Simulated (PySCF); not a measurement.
C₅H₆F₂O.
Numbering: `[F:1][CH:2]([F:3])[C@H:4]1[CH:5]=[CH:6][CH2:7][O:8]1`

Structure used (GFN2-xTB), in Å, numbered top down from 1:
```
atom  x, y, z in Å
F1     1.128   -0.743   -1.648
C2     1.707   -0.286   -0.514
F3     2.579    0.678   -0.893
C4     0.662    0.289    0.466
C5    -0.380    1.102   -0.250
C6    -1.540    0.475   -0.176
C7    -1.385   -0.784    0.618
O8    -0.043   -0.760    1.096
H9     2.273   -1.114   -0.063
H10    1.222    0.858    1.222
H11   -0.135    2.016   -0.756
H12   -2.481    0.770   -0.600
H13   -1.550   -1.674   -0.005
H14   -2.059   -0.830    1.480
```

Probes without a nucleus sit at each ring's centroid and 1 Å off its mean plane on both sides; NICS is minus the shielding there, NICSzz its component along the normal. Level: GIAO PBE0/pcSseg-1 (PySCF, non-relativistic, gas phase) on the GFN2-xTB geometry, one conformer.

Ring bond lengths (Å), with Mayer bond orders in brackets: C4–C5 1.503 (1.02), C5–C6 1.321 (1.85), C6–C7 1.496 (1.04), C7–O8 1.425 (0.92), O8–C4 1.412 (0.93).

Task: Give the NICS values of each ring in ppm.

Result: 
```
          ring                                                     type  NICS(0)  NICS(1), two faces  NICS(1)zz, two faces  rms pucker (Å)  centre to ring atoms, mean (Å)
C4–C5–C6–C7–O8  5-membered ring with O; formal bonds 1 double, 4 single     -5.3         -3.3 / -3.0           -6.8 / -6.3            0.04                            1.22
```

Task: What can be read from them?

Result: 
- C4–C5–C6–C7–O8: mean NICS(1)zz -6.6 ppm, shielded. C4, C7 have four or more neighbours, so the value isn't read as a sign of a π ring current.

Task: At the first NICS(1) probe listed for ring C4–C5–C6–C7–O8, 1 Å off the ring, how large is the induced field along the normal in 14.1 T applied along it?

Result: NICSzz × B0 = -6.8 ppm × 14.1 T = -96 μT, against the applied field.

Task: What are the shieldings of the ring atoms and their hydrogens in the same run (means over atoms taken as equivalent)?

Result: 
| atoms | environment | σ isotropic (ppm) |
| --- | --- | --- |
| C4 | sp3 carbon bound to oxygen | 94.2 |
| C5 | alkene CH carbon | 55.9 |
| C6 | alkene CH carbon | 47.8 |
| C7 | sp3 carbon bound to oxygen | 104.9 |
| O8 | cyclic ether oxygen | 289.4 |
| H10 | methine hydrogen | 26.60 |
| H11 | vinylic hydrogen | 25.61 |
| H12 | vinylic hydrogen | 25.43 |
| H13 | methylene hydrogen | 26.66 |
| H14 | methylene hydrogen | 26.66 |
